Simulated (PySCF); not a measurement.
## Fractional electron number in Yb⁺ (ytterbium, charge +1)

The 6s alpha orbital of [Xe] 4f14 6s1 is emptied in steps (occupation f), with all orbitals relaxed, ending at [Xe] 4f14. Calculation: PySCF 2.14, in def2-SVP with the def2 core potential (28 electrons); a scalar-relativistic core potential. The exact energy is a straight line in f; departures are measured from the line between the end points of the same method.

| f | UHF (eV) |
| --- | --- |
| 1 | 0.000 |
| 0.75 | 0.005 |
| 0.5 | 0.006 |
| 0.25 | 0.005 |
| 0 | 0.000 |

```csv
method,E(f=0) − E(f=1) (eV),−ε at f=1 (eV),−ε at f=0.5 (eV)
UHF,11.115,11.141,11.114
```

Orbital energy along the path (eV):

```tsv
f	UHF
1	-11.141
0.75	-11.127
0.5	-11.114
0.25	-11.102
0	-11.090
```

Reference removal energy between the ground levels: 12.179 eV (measured; NIST Atomic Spectra Database, ionization energies). UHF lacks correlation.
